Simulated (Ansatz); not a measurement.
Reaction (isomerisation): `CB[NH][GaH2]` → `[CH3][GaH][BH]N`

Isolated molecules relaxed with PBE0-D4/def2-TZVP in Ansatz; ΔE leaves out vibrations. CCSD(T)/CBS is the MP2 limit (def2-TZVPP, def2-QZVPP) plus CCSD(T) − MP2 in def2-TZVPP, frozen cores. Functionals use def2-TZVPP. HSE06 is defined as in plane-wave codes. For Ga outer-core shells are correlated without core-valence functions, which leaves a few kJ/mol of doubt a bond. Scalar relativity is left out up to krypton. One conformer a species, not always the lowest.

| level | ΔE (kJ/mol) | difference from CCSD(T)/CBS |
| --- | --- | --- |
| r2SCAN-D4 | 74.5 | 0.6 |
| PBE0-D4 | 69.1 | -4.8 |
| r2SCANh-D4 | 75.2 | 1.3 |
| HSE06-D4 | 68.9 | -5.0 |
| ωB97X-V | 76.4 | 2.5 |
| ωB97M-V | 75.6 | 1.7 |
| B2PLYP | 76.6 | 2.7 |
| revPBE | 57.9 | -16.0 |
| BHLYP | 79.7 | 5.8 |
| LC-ωPBE | 70.6 | -3.3 |
| RPA@PBE/def2-TZVPP | 74.5 | 0.6 |
| CCSD(T)/def2-SVP | 87.8 | 13.9 |
| SCS-MP2/def2-TZVPP | 82.1 | 8.2 |
| CCSD/def2-TZVPP | 77.8 | 3.9 |
| MP2/def2-QZVPP | 79.9 | 6.0 |
| CCSD/CBS(def2) | 74.7 | 0.8 |
| CCSD(T)/CBS | 73.9 | 0 |

Largest T1 diagnostic among the species: 0.013.

Leaving LDA and LC-ωPBE aside and taking each functional with its dispersion term where it has one, the values, not all of them listed here, spread over 22.3 kJ/mol, from PBE-D4 to B97M-V. LDA lies +8.7 kJ/mol from PBE without D4. The D4 term adds +4.0 kJ/mol with B3LYP and +2.1 kJ/mol with PBE0; it sums over pairs of atoms, weighted by their polarisabilities, and B3LYP, whose exchange is more repulsive, gets the larger term.

CCSD(T)/CBS has its own doubt, a few kJ/mol and more with outer-core shells, so smaller differences from it don't rank the levels.

B3LYP here is the variant with VWN-RPA as its local correlation; programs differ in this.
